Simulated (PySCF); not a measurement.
C2H5FO2Si, SMILES C[Si@H](F)C(=O)O.

Geometry: PBE-D3(BJ)/def2-SVP. The structure was generated by enumeration; whether it is a known compound was not checked. The values are those of a single conformer.

Computed with r2SCAN/def2-TZVP run with PySCF.

Isolated molecule, no solvent.

Computed frontier levels, gap, dipole moment and polarisability:
```json
{
 "highest_occupied_level": "-6.82 eV",
 "lowest_empty_level": "-1.84 eV",
 "orbital_gap": "4.98 eV",
 "dipole_moment": "0.73 D",
 "quadrupole, principal values (traceless, Buckingham form, about the centre of nuclear charge)": "-13.75, 1.72, 12.03 D·Å",
 "mean_static_polarisability": "55.9 bohr³ (8.29 Å³)",
 "polarisability_principal_values": "47.8, 55.1, 65.0 bohr³"
}
```
